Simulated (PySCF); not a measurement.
**Ni²⁺: excitation energy**

Ni²⁺ [Ar] 3d8 (3F) → Ni²⁺ [Ar] 3d7 4s1 (5F), as a difference of total energies. All numbers are calculated (PySCF 2.14, the spin-free X2C one-electron Hamiltonian (Gaussian nucleus), in ANO-RCC-VTZP). Correlated levels: valence and next inner shell: [Ne] frozen. The calculations carry no spin-orbit coupling.

```
                                method  excitation energy (eV)
                                   UHF                   5.520
    MP2 (valence and next inner shell)                   7.481
SCS-MP2 (valence and next inner shell)                   7.436
   CCSD (valence and next inner shell)                   6.904
CCSD(T) (valence and next inner shell)                   6.953
```

Problem. How much does correlation contribute at CCSD(T) (valence and next inner shell)?

Solution. 6.953 − (5.520) = 1.433 eV, measured against UHF.

A first-order spin-orbit estimate (lowest level to lowest level, LS coupling) adds -0.011 eV.

The basis was made for the ground configuration and has no added diffuse functions, so the excitation energy can come out too high.
